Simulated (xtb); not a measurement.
C4H11S (SMILES CC(C)(C)[SH2+]), charge +1, singlet, from a rough starting geometry; GFN2-xTB run with xtb 6.7.1.

The xtb input:
```
$ xtb mol.xyz --gfn 2 --chrg 1 --opt vtight --json

# file mol.xyz
16

C     -0.04503246     1.15347151     0.81749362
C     -0.00356979    -0.15259541    -0.05182668
C      0.22707222    -1.33222823     0.80369541
C     -1.12243144    -0.18922365    -1.05276129
S      1.55740819     0.02458939    -1.12914311
H     -0.99530384     1.14924918     1.42927085
H     -0.27967674     2.08949029     0.20104835
H      0.70944271     1.28683282     1.49571037
H      0.33188710    -2.20520007     0.15017064
H     -0.72098017    -1.49344721     1.38428769
H      1.04344777    -1.21731884     1.44731150
H     -1.02596269    -1.04484853    -1.69298581
H     -1.27608009     0.68355008    -1.66255489
H     -2.07675345    -0.35765199    -0.43703390
H      1.36907741     1.29832638    -1.54906093
H      2.39989866     0.49298416    -0.17218706
```

Question: Predict the main parts of the log of this xtb run.

Answer: 
```
   ID    Z sym.   atoms
    1    6 C      1-4
    2   16 S      5
    3    1 H      6-16

           -------------------------------------------------
          |                Calculation Setup                |
           -------------------------------------------------

           -------------------------------------------------
          |                 G F N 2 - x T B                 |
           -------------------------------------------------

          ...................................................
          :                      SETUP                      :
          :.................................................:
          :  # basis functions                  37          :
          :  # atomic orbitals                  36          :
          :  # shells                           22          :
          :  # electrons                        32          :
          :  max. iterations                   250          :
          :  Hamiltonian                  GFN2-xTB          :
          :  restarted?                      false          :
          :  GBSA solvation                  false          :
          :  PC potential                    false          :
          :  electronic temp.          300.0000000     K    :
          :  accuracy                    1.0000000          :
          :  -> integral cutoff          0.2500000E+02      :
          :  -> integral neglect         0.1000000E-07      :
          :  -> SCF convergence          0.1000000E-05 Eh   :
          :  -> wf. convergence          0.1000000E-03 e    :
          :  Broyden damping             0.4000000          :
          :  net charge                          1          :
          :  unpaired electrons                  0          :
          ...................................................

 iter      E             dE          RMSdq      gap      omega  full diag
   1    -17.1404124 -0.171404E+02  0.263E+00    6.03       0.0  T
   2    -17.1655646 -0.251522E-01  0.168E+00    5.42       1.0  T
   3    -17.1685260 -0.296142E-02  0.918E-01    5.28       1.0  T
   4    -17.1710999 -0.257387E-02  0.449E-01    5.07       1.0  T
   5    -17.1711461 -0.462237E-04  0.589E-02    5.06       1.0  T
   6    -17.1711463 -0.160476E-06  0.219E-02    5.06       1.1  T
   7    -17.1711480 -0.175072E-05  0.482E-03    5.07       5.2  T
   8    -17.1711481 -0.186497E-07  0.183E-03    5.07      13.7  T
   9    -17.1711481 -0.274639E-08  0.659E-04    5.07      37.9  T
  10    -17.1711481 -0.124780E-08  0.187E-04    5.07     134.0  T

   *** convergence criteria satisfied after 10 iterations ***

         :::::::::::::::::::::::::::::::::::::::::::::::::::::
         ::                     SUMMARY                     ::
         :::::::::::::::::::::::::::::::::::::::::::::::::::::
         :: total energy             -16.952202511756 Eh    ::
         :: gradient norm              0.148299083539 Eh/a0 ::
         :: HOMO-LUMO gap              5.068501229112 eV    ::
         ::.................................................::
         :: SCC energy               -17.171121589943 Eh    ::
         :: -> isotropic ES            0.103313180141 Eh    ::
         :: -> anisotropic ES         -0.005633316666 Eh    ::
         :: -> anisotropic XC          0.010966224745 Eh    ::
         :: -> dispersion             -0.009001164573 Eh    ::
         :: repulsion energy           0.218919078187 Eh    ::
         :: add. restraining           0.000000000000 Eh    ::
         :: total charge               1.000000000000 e     ::
         :::::::::::::::::::::::::::::::::::::::::::::::::::::

      -----------------------------------------------------------
     |                   =====================                   |
     |                        A N C O P T                        |
     |                   =====================                   |
     |               Approximate Normal Coordinate               |
     |                Rational Function Optimizer                |
      -----------------------------------------------------------
      -----------------------------------------------------------
     |                   =====================                   |
     |                        A N C O P T                        |
     |                   =====================                   |
     |               Approximate Normal Coordinate               |
     |                Rational Function Optimizer                |
      -----------------------------------------------------------

          ...................................................
          :                      SETUP                      :
          :.................................................:
          :   optimization level         verytight          :
          :   max. optcycles                   320          :
          :   ANC micro-cycles                  20          :
          :   degrees of freedom                42          :
          :.................................................:
          :   RF solver                   davidson          :
          :   write xtbopt.log                true          :
          :   linear?                        false          :
          :   energy convergence         0.1000000E-06 Eh   :
          :   grad. convergence          0.2000000E-03 Eh/α :
          :   maxmium RF displ.          1.0000000          :
          :   Hlow (freq-cutoff)         0.1000000E-01      :
          :   Hmax (freq-cutoff)         5.0000000          :
          :   S6 in model hess.         20.0000000          :
          ...................................................

generating ANC from exact Hessian ...
Using Lindh-Hessian (1995)
 Shifting diagonal of input Hessian by    6.6993236388316777E-003
 Lowest  eigenvalues of input Hessian
    0.000000    0.000000    0.000000    0.000000    0.000000    0.000000
    0.010000    0.013153    0.014518    0.015110    0.015727    0.015927
[...]
 * total energy  :   -16.9522025 Eh     change       -0.4053646E-10 Eh
 * total energy  :   -16.9682582 Eh     change       -0.1605574E-01 Eh
 * total energy  :   -16.9698573 Eh     change       -0.1599070E-02 Eh
 * total energy  :   -16.9699332 Eh     change       -0.7592856E-04 Eh
 * total energy  :   -16.9699441 Eh     change       -0.1082581E-04 Eh
 * total energy  :   -16.9699518 Eh     change       -0.7747385E-05 Eh
 * total energy  :   -16.9699543 Eh     change       -0.2435740E-05 Eh
 * total energy  :   -16.9699548 Eh     change       -0.5007666E-06 Eh
 * total energy  :   -16.9699549 Eh     change       -0.1294098E-06 Eh
 * total energy  :   -16.9699549 Eh     change       -0.5612054E-07 Eh
   *** GEOMETRY OPTIMIZATION CONVERGED AFTER 10 ITERATIONS ***
         :: total energy             -16.969954944008 Eh    ::
[...]

           -------------------------------------------------
          |                Property Printout                |
           -------------------------------------------------

    * Orbital Energies and Occupations

         #    Occupation            Energy/Eh            Energy/eV
      -------------------------------------------------------------
         1        2.0000           -0.9589202             -26.0935
       ...           ...                  ...                  ...
         4        2.0000           -0.7746215             -21.0785
         5        2.0000           -0.7335871             -19.9619
         6        2.0000           -0.7238880             -19.6980
         7        2.0000           -0.7092469             -19.2996
         8        2.0000           -0.6995994             -19.0371
         9        2.0000           -0.6750840             -18.3700
        10        2.0000           -0.6733441             -18.3226
        11        2.0000           -0.6343986             -17.2629
        12        2.0000           -0.6326788             -17.2161
        13        2.0000           -0.6250689             -17.0090
        14        2.0000           -0.6194876             -16.8571
        15        2.0000           -0.6191010             -16.8466
        16        2.0000           -0.6175729             -16.8050 (HOMO)
        17                         -0.4333983             -11.7934 (LUMO)
        18                         -0.4157605             -11.3134
        19                         -0.2750615              -7.4848
        20                         -0.2491577              -6.7799
        21                         -0.2364494              -6.4341
        22                         -0.2061697              -5.6102
        23                         -0.1017647              -2.7692
        24                         -0.0609500              -1.6585
        25                         -0.0582660              -1.5855
        26                         -0.0004968              -0.0135
        27                          0.0363660               0.9896
       ...                                ...                  ...
        36                          0.3702910              10.0761
      -------------------------------------------------------------
                  HL-Gap            0.1841745 Eh            5.0116 eV
             Fermi-level           -0.5254856 Eh          -14.2992 eV

     #   Z          covCN         q      C6AA      α(0)
     1   6 C        3.779    -0.145    23.310     6.878
     2   6 C        3.875     0.065    19.449     6.271
     3   6 C        3.796    -0.141    23.225     6.862
     4   6 C        3.796    -0.141    23.225     6.862
     5  16 S        2.893     0.180   133.922    19.477
     6   1 H        0.925     0.108     1.716     2.048
     7   1 H        0.925     0.072     2.068     2.249
     8   1 H        0.925     0.072     2.068     2.249
     9   1 H        0.925     0.080     1.976     2.198
    10   1 H        0.925     0.104     1.752     2.070
    11   1 H        0.925     0.072     2.061     2.245
    12   1 H        0.925     0.080     1.976     2.198
    13   1 H        0.925     0.072     2.061     2.245
    14   1 H        0.925     0.104     1.752     2.070
    15   1 H        0.922     0.209     1.052     1.604
    16   1 H        0.922     0.209     1.052     1.604

 Mol. C6AA /au·bohr⁶  :       2016.728242
 Mol. C8AA /au·bohr⁸  :      54072.502639
 Mol. α(0) /au        :         69.131400

Wiberg/Mayer (AO) data.
largest (>0.10) Wiberg bond orders for each atom

 ---------------------------------------------------------------------------
     #   Z sym  total        # sym  WBO       # sym  WBO       # sym  WBO
 ---------------------------------------------------------------------------
     1   6 C    3.980 --     2 C    1.021     7 H    0.977     8 H    0.977
                             6 H    0.953
     2   6 C    3.899 --     1 C    1.021     3 C    1.015     4 C    1.015
                             5 S    0.811
     3   6 C    3.979 --     2 C    1.015    11 H    0.979     9 H    0.976
                            10 H    0.956
     4   6 C    3.979 --     2 C    1.015    13 H    0.979    12 H    0.976
                            14 H    0.956
     5  16 S    2.829 --    15 H    0.940    16 H    0.940     2 C    0.811
     6   1 H    0.988 --     1 C    0.953
     7   1 H    0.995 --     1 C    0.977
     8   1 H    0.995 --     1 C    0.977
     9   1 H    0.994 --     3 C    0.976
    10   1 H    0.989 --     3 C    0.956
    11   1 H    0.995 --     3 C    0.979
    12   1 H    0.994 --     4 C    0.976
    13   1 H    0.995 --     4 C    0.979
    14   1 H    0.989 --     4 C    0.956
    15   1 H    0.956 --     5 S    0.940
    16   1 H    0.956 --     5 S    0.940
 ---------------------------------------------------------------------------

Topologies differ in total number of bonds
Writing topology from bond orders to xtbtopo.mol

molecular dipole:
                 x           y           z       tot (Debye)
 q only:        1.507       0.551      -0.792
   full:        1.575       0.686      -0.760       4.774
molecular quadrupole (traceless):
                xx          xy          yy          xz          yz          zz
 q only:        4.684       3.375      -2.911      -3.779      -2.367      -1.773
  q+dip:        4.824       3.953      -2.697      -3.406      -2.770      -2.127
   full:        4.917       4.010      -2.772      -3.345      -2.937      -2.146

optimized geometry written to: xtbopt.xyz

           -------------------------------------------------
          | TOTAL ENERGY              -16.969954944008 Eh   |
          | GRADIENT NORM               0.000060250247 Eh/α |
          | HOMO-LUMO GAP               5.011644031562 eV   |
           -------------------------------------------------

normal termination of xtb
```
